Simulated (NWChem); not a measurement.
Species: C₂H₄GeN₂; SMILES C1C=[N][GeH2][N]=1

```xyz
9

C      0.0000     0.7602     1.5681
N      0.0000     1.3797     0.4568
Ge     0.0000     0.0000    -0.8340
N      0.0000    -1.3797     0.4568
C      0.0000    -0.7602     1.5681
H      0.0000     1.3025     2.5299
H     -1.2756     0.0000    -1.6836
H      1.2756     0.0000    -1.6836
H      0.0000    -1.3025     2.5299
```
Atoms are numbered in this order, from 1.

Structure relaxed at the PBE0/def2-SVP level.

Give the principal values of the shielding tensors (ppm) of C1, N2, Ge3 from BHandHLYP/pcSseg-1, GIAO (NWChem), with their diamagnetic and paramagnetic parts as GIAO splits them.


```csv
atom,σ11,σ22,σ33,isotropic,diamagnetic,paramagnetic
C1,-109.7,42.5,96.5,9.8,252.3,-242.5
N2,-572.4,-225.3,289.0,-169.5,325.8,-495.4
Ge3,1064.2,1437.5,1528.5,1343.4,2756.6,-1413.3
```
